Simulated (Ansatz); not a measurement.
Computed with Ansatz on PBE0-D4/def2-TZVP structures; ΔE is electronic, products minus reactants. CBS: MP2 limit from def2 TZ/QZ plus the TZ coupled-cluster correction, frozen cores. This one scheme is used for every species. Functionals use def2-TZVPP. Each species was taken in one conformer, which may not be the lowest.

Reaction (hydrogenolysis of the Si–N bond): `[SiH3]N([SiH3])[Si]S` + H₂ → `[SiH]S` + `[SiH3]N[SiH3]`

`[SiH3]N([SiH3])[Si]S`:

```xyz
12

Si   -1.050   -0.162    0.754
N     0.352   -0.009   -0.279
Si    1.156    1.550   -0.256
Si    1.052   -1.208   -1.329
S    -0.186   -2.968   -1.096
H    -1.237    1.140    1.446
H    -0.854   -1.229    1.769
H    -2.267   -0.472   -0.038
H     2.307    1.473   -1.190
H     1.632    1.865    1.115
H     0.220    2.619   -0.689
H    -1.125   -2.599   -0.207
```

H₂:

Z-matrix (Å, degrees):
```
H
H 1 0.746
```

`[SiH]S`:

Cartesian coordinates in Å:
```
Si -0.308 -1.063 -0.018
S 0.336 0.949 0.086
H -1.230 -0.688 -1.174
H 1.202 0.802 1.105
```

`[SiH3]N[SiH3]`:

Cartesian coordinates in Å:
```
Si -0.183 1.537 -0.202
N 0.295 0.063 0.556
Si 0.073 -1.559 0.011
H -1.068 1.184 -1.339
H 0.977 2.318 -0.716
H -0.913 2.414 0.754
H 0.828 0.165 1.410
H -0.844 -1.513 -1.155
H -0.516 -2.405 1.084
H 1.351 -2.204 -0.404
```

(1) Is it downhill or uphill in electronic energy at CCSD(T)/CBS, and by how much? (Best estimate.)

(2) What do these levels give: BLYP-D4, PBE0-D4, r2SCANh-D4, revPBE, r2SCAN, MP2/CBS(def2)? (Best estimate.)

Largest T1 diagnostic among the species: 0.016.

Results:

(1) Ansatz gave: Uphill: ΔE = +71.4 kJ/mol.

(2) The calculation gave: BLYP-D4 78.0, PBE0-D4 68.2, r2SCANh-D4 70.1, revPBE 49.1, r2SCAN 67.9, MP2/CBS(def2) 83.7 kJ/mol.

The D4 term adds +25.7 kJ/mol with B3LYP and +14.0 kJ/mol with PBE0; it sums over pairs of atoms, weighted by their polarisabilities, and B3LYP, whose exchange is more repulsive, gets the larger term. In def2-TZVPP, CCSD(T) changes the Hartree–Fock value by +41.7 kJ/mol (the triples alone add +9.7 kJ/mol) and MP2 by +54.0 kJ/mol.

B3LYP here is the variant with VWN-RPA as its local correlation; programs differ in this.
